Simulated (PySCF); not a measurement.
C2H4F, charge +1, multiplicity 1. Atoms are numbered in the order given.

```xyz
7

C      0.1799     1.1598     0.0000
C     -0.4308    -0.1212     0.0000
F      0.2488    -1.1693     0.0000
H     -0.2442     1.7184    -0.8570
H     -0.2442     1.7184     0.8570
H      1.2675     1.1464     0.0000
H     -1.5130    -0.2911     0.0000
```
Charge +1, spin multiplicity 1.

The structure is a stationary point at PBE0-D3(BJ)/def2-TZVP. The spin state was assumed, not searched. The isomer is the one that the SMILES or the coordinates give; other isomers of the formula were not compared.

Computed with PySCF with M06-2X/def2-TZVPD.

Symmetry labels are those of the subgroup Cs that the program uses (full group Cs).

Task: List the valence orbital energies around the gap with their symmetry. (Estimate from the structure and the level; the computed values follow.)

Result: 
| orbital | symmetry | energy (eV) |
|---|---|---|
| HOMO−7 | A' | -31.93 |
| HOMO−6 | A' | -27.96 |
| HOMO−5 | A' | -25.70 |
| HOMO−4 | A" | -24.30 |
| HOMO−3 | A' | -23.57 |
| HOMO−2 | A' | -20.27 |
| HOMO−1 | A" | -20.04 |
| HOMO | A' | -19.88 |
| LUMO | A" | -8.85 |
| LUMO+1 | A' | -4.42 |
| LUMO+2 | A' | -3.49 |
| LUMO+3 | A' | -3.28 |
